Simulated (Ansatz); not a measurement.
Basis-set extrapolation for B2H5NO2Si, SMILES `BO[Si]1(O)BN1` (PBE0-D4/def2-TZVP geometry, frozen core, Ansatz). Multiplicity 1, RHF reference.

```csv
,def2-TZVPP,def2-QZVPP
HF,-545.650846,-545.673046
MP2 correlation,-0.984179,-1.059430
CCSD(T) correlation,-1.057335,not run
```

Energies in hartree. Use E(X) = E(∞) + A·exp(−7.88·√X) for Hartree–Fock and E(X) = E(∞) + B·X^(−2.97) for correlation, with X = 3 and 4, and add CCSD(T) minus MP2 of the smaller set to the MP2 limit.

What is the CCSD(T) energy at the basis-set limit?

HF limit: -545.673046 + (-0.022200) × 0.13774 = -545.67610. MP2 limit: -1.059430 + (-0.075251) × 0.74074 = -1.11517. Higher-order term: -1.057335 − (-0.984179) = -0.07316. Total: -546.86443 hartree, 4.25 eV below CCSD(T)/def2-TZVPP.
